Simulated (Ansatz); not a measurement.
A structure relaxed at r2SCAN-D4/def2-SVP in Ansatz, charge 0, singlet:

Cartesian coordinates in Å:
```
Sn 0.026 0.053 -0.029
C -1.056 0.076 1.853
C -1.416 -1.336 2.311
H -1.955 0.705 1.735
H -0.418 0.585 2.597
H -1.932 -1.335 3.287
H -2.084 -1.839 1.592
H -0.518 -1.968 2.410
C 0.488 2.057 -0.763
C 1.297 2.874 0.241
H -0.465 2.556 -1.011
H 1.036 1.939 -1.714
H 1.555 3.874 -0.149
H 0.745 3.027 1.183
H 2.246 2.374 0.500
C -1.009 -1.148 -1.513
C -2.427 -0.657 -1.800
H -1.012 -2.182 -1.129
H -0.400 -1.156 -2.433
H -2.941 -1.293 -2.541
H -3.051 -0.653 -0.890
H -2.434 0.371 -2.200
N 1.743 -0.995 0.432
C 2.742 -1.241 -0.591
H 2.177 -0.681 1.299
H 3.474 -2.000 -0.259
H 2.260 -1.655 -1.494
H 3.327 -0.354 -0.923
```

Problem. Give its formula, name or SMILES.

Solution. SnEt3(NHMe) (C7H19NSn).

Problem. Summarise the bond lengths by kind (pairs closer than 1.2 times the sum of covalent radii, bridged metal pairs left out).

Solution. 3 × C–C 1.53 Å; 3 × C–Sn 2.17 to 2.18 Å; 1 × C–N 1.45 Å; 1 × N–Sn 2.06 Å; 18 × C–H 1.10 to 1.11 Å; 1 × H–N 1.02 Å.

In the def2 sets Sn takes a core potential; there is no spin–orbit coupling.
